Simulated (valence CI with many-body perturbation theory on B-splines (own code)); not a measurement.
Results of a calculation; reference values are marked as such.
**Mn19+: magnetic and hyperfine properties of the levels**

Level of theory: configuration interaction combined with many-body perturbation theory (CI+MBPT): four valence electrons over a frozen Dirac-Fock core [He], radial functions for each j: 11 s, 11 p, 10 d, 8 f, 5 g, 2 h, with the one-electron correlation potential Σ1 (screened to all orders), the two-electron term Σ2, the three-electron term Σ3, Breit, model QED; selected single and double excitations, second order for the rest, scaled by the run's own slope (own B-spline code, finite nucleus).

No measured spectrum was set against this ion. As an estimate, levels of excited configurations hold to 0.05 to 0.15 % of their energy, terms of the ground configuration to about 0.5 %. Among the levels kept, up to 1000 cm⁻¹ of a level comes from second order outside the variational space, and about a tenth of that is noise between levels of different J, which matters for small intervals.

A/g_I is the dipole constant over the nuclear g factor μ/I (μ in nuclear magnetons, uniformly magnetised nucleus), B/Q the quadrupole constant per barn. Both hold the static response of the core; the bare values leave it out. Large factors of s and p1/2 electrons are usually good to 5 to 10 %; those of open d and f shells near neutrality can be off by tens of per cent, and small factors of p3/2, d and f electrons come from cancelling terms and can be off by a factor of two or in sign, in half-filled shells by more. B is blank for J = 1/2, where it vanishes, and for nearly pure S terms. Energies count from the lowest level. Levels with J = 0 are left out.

Names give the largest LS component (configuration and term), which can be under half, so a name can repeat, a term be missing and a line seem to break the LS rules; names also repeat where a configuration has a term twice. Letters in brackets count levels of one name in rising energy.

```tsv
Level	E (eV)	g	A/g_I (MHz)	A/g_I bare	B/Q (MHz/b)	B/Q bare
2s2 2p2 3P_1	7.40	1.498	-1950	355	22800	22900
2s2 2p2 3P_2	12.25	1.396	41300	42900	-19100	-19200
2s2 2p2 1D_2	26.35	1.098	35400	35800	64100	64400
2s 2p3 5S°_2	54.92	1.984	104000	105000		
2s 2p3 3D°_2	89.62	1.218	77600	76700	55800	56100
2s 2p3 3D°_1	89.68	0.618	-57600	-55700	32500	32700
2s 2p3 3D°_3	92.12	1.330	109000	108000	-186	-195
2s 2p3 3P°_1	106.28	1.403	132000	130000	-32900	-33100
2s 2p3 3P°_2	107.99	1.427	97100	96600	-54700	-55000
2s 2p3 3S°_1	127.23	1.833	-58700	-51200	696	702
2s 2p3 1D°_2	130.12	1.027	58800	58400	-2530	-2520
2s 2p3 1P°_1	145.48	1.134	5240	7410	165	151
2p4 3P_2	191.70	1.452	20400	23700	32800	33000
2p4 3P_1	201.36	1.498	-5800	-1870	-22100	-22200
2p4 1D_2	210.63	1.042	51400	51600	-77500	-77900
2s2 2p 3s 3P°_1	867.23	1.389	123000	121000	-8260	-8300
2s2 2p 3s 3P°_2	878.42	1.498	48500	49000	46700	46900
2s2 2p 3s 1P°_1	881.22	1.105	6850	9010	31600	31800
2s2 2p 3p 3D_1	887.27	0.695	84700	83400	-2390	-2400
2s2 2p 3p 3P_1 [a]	893.37	1.300	-11200	-10900	4620	4630
2s2 2p 3p 3D_2	893.70	1.179	37900	37900	12200	12300
2s2 2p 3p 3P_1 [b]	902.23	1.213	16400	17900	2460	2480
2s2 2p 3p 3D_3	903.24	1.332	17800	18700	59700	60000
2s2 2p 3p 3S_1	904.68	1.788	22700	24500	1710	1720
2s2 2p 3p 3P_2	905.16	1.385	29800	30900	7320	7360
2s2 2p 3p 1D_2	912.12	1.098	24700	25100	38700	38900
2s 2p2 3s 5P_1	914.65	2.464	195000	193000	-4290	-4310
2s2 2p 3d 3F°_2	914.81	0.752	36900	36400	6550	6620
2s2 2p 3d 3F°_3	918.91	1.111	22300	22200	5270	5350
2s2 2p 3d 3P°_2 [a]	919.71	1.185	-16600	-16600	-8720	-8720
2s 2p2 3s 5P_2	919.85	1.823	111000	110000	46200	46400
2s2 2p 3d 3D°_1	921.88	0.750	-24900	-24800	-1390	-1370
```

Task: Take the isotope of mass number 55, with I = 5/2, μ = 3.4669 μN and Q = 0.33 b. What is the hyperfine structure of 2s2 2p2 1D_2?

Result: From the table A = 49100 MHz, B = 21200 MHz. Shifts from the centre of gravity in MHz: F = 1/2: -329000, F = 3/2: -265000, F = 5/2: -153000, F = 7/2: 15500, F = 9/2: 251000.
